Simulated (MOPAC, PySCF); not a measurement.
Potential energy surface of F₂Mg, singlet: symmetric bend, bond length relaxed. Scanned: F-Mg-F angle. Other coordinates (Mg-F bond length) were minimised at B3LYP/def2-TZVP.

Levels: RKS-M06-2X/6-31G* = restricted M06-2X/6-31G*, spherical d in PySCF; RKS-B3LYP/6-31G* = restricted B3LYP/6-31G*, spherical d (PySCF); PM6, restricted, heats of formation (MOPAC); CCSD(T) on RHF/cc-pVTZ, 3 core orbitals frozen (PySCF).

Energies relative to the lowest point of each profile, in kcal/mol; the last columns give the difference from CCSD(T):

```
a / °  RKS-M06-2X/6-31G*  RKS-B3LYP/6-31G*   PM6  CCSD(T)  RKS-M06-2X/6-31G* − CCSD(T)  RKS-B3LYP/6-31G* − CCSD(T)  PM6 − CCSD(T)
-----  -----------------  ----------------  ----  -------  ---------------------------  --------------------------  -------------
180                  0.0               0.0   0.0      0.0                          0.0                         0.0            0.0
170                  0.3               0.3   0.4      0.4                         -0.1                        -0.1           -0.1
160                  1.3               1.3   1.4      1.7                         -0.4                        -0.3           -0.3
150                  3.1               3.2   3.2      3.8                         -0.7                        -0.5           -0.6
140                  5.9               6.1   5.6      6.7                         -0.8                        -0.6           -1.0
130                  9.7               9.9   8.9     10.4                         -0.7                        -0.5           -1.6
120                 14.5              14.8  12.8     15.2                         -0.7                        -0.4           -2.4
110                 20.7              21.1  17.4     21.3                         -0.6                        -0.2           -3.9
100                 28.8              29.1  22.9     29.3                         -0.6                        -0.3           -6.4
90                  39.4              39.5  29.2     40.0                         -0.6                        -0.6          -10.8
80                  54.5              54.0  35.6     54.9                         -0.4                        -0.9          -19.4
```

RKS-M06-2X/6-31G* is furthest from CCSD(T) at 140 (-0.8 kcal/mol, below); its mean absolute difference over the points is 0.5 kcal/mol.

RKS-B3LYP/6-31G* is furthest from CCSD(T) at 80 (-0.9 kcal/mol, below); its mean absolute difference over the points is 0.4 kcal/mol.

PM6 is furthest from CCSD(T) at 80 (-19.4 kcal/mol, below); its mean absolute difference over the points is 4.2 kcal/mol.
